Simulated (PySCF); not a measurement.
A structure optimised at r2SCAN-D4/def2-SVP, used in a PySCF frequency run:

```
C
F 1 1.3233
N 1 1.3501 2 118.60
C 3 1.3048 1 109.74 2 180.00
C 1 1.3747 2 123.73 3 180.00
H 5 1.0883 1 128.65 2 0.00
H 4 1.0928 3 124.20 1 180.00
S 5 1.7218 6 123.14 1 180.00
```

**Question.** Write its SMILES, formula and point group.

**Answer.** Fc1cscn1, C₃H₂FNS, Cs

**Question.** What are its rotational constants (standard atomic weights)?

**Answer.** 7.5859, 2.5531, 1.9102 GHz
